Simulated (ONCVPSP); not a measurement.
## An all-electron radial function and its pseudo partner (terbium)

Columns: radius, all-electron u(r) and pseudo u(r) of the 5s shell (level -51.27 eV) of terbium in the configuration [Kr] 4d10 4f8 5s2 5p6 5d1 6s2; PBE, scalar-relativistic, ONCV scheme, ONCVPSP 4.0.1.

```
r (bohr)  all-electron  pseudo
   0.110        0.0563  0.0997
   0.220        0.2748  0.2023
   0.330       -0.3264  0.3093
   0.440       -0.5549  0.4202
   0.550       -0.3294  0.5325
   0.660        0.0775  0.6417
   0.770        0.4689  0.7421
   0.880        0.7615  0.8270
   0.990        0.9414  0.8901
   1.100        1.0244  0.9267
   1.210        1.0342  0.9346
   1.320        0.9941  0.9151
   1.430        0.9231  0.8714
   1.540        0.8358  0.8082
   1.650        0.7424  0.7312
   1.760        0.6497  0.6467
   1.870        0.5620  0.5616
   1.980        0.4816  0.4815
   2.090        0.4095  0.4095
   2.200        0.3461  0.3460
   2.310        0.2910  0.2910
   2.420        0.2436  0.2436
   2.530        0.2032  0.2032
   2.640        0.1691  0.1690
   2.750        0.1403  0.1402
   2.860        0.1161  0.1161
```

Question: How many radial nodes do the two functions have?

Answer: The all-electron 5s function has n − l − 1 = 4 (the table is too coarse to show those close to the nucleus); the pseudo-wave has 0, since the states of the same l below it are removed with the core.

Question: At about which radius was the pseudo-wave matched?

Answer: 2.00 bohr. The columns agree to 0.0005 from 1.87 bohr on; several derivatives are matched, so the curves merge somewhat inside the radius.

Question: Where does each function peak?

Answer: Outermost all-electron maximum near 1.21 bohr, pseudo maximum near 1.21 bohr (to the table’s step).

Question: Is the pseudo-wave norm-conserving?

Answer: Yes: the ONCV scheme keeps the norm inside the radius equal to the all-electron one, which fixes the energy derivative of the logarithmic derivative at the level.
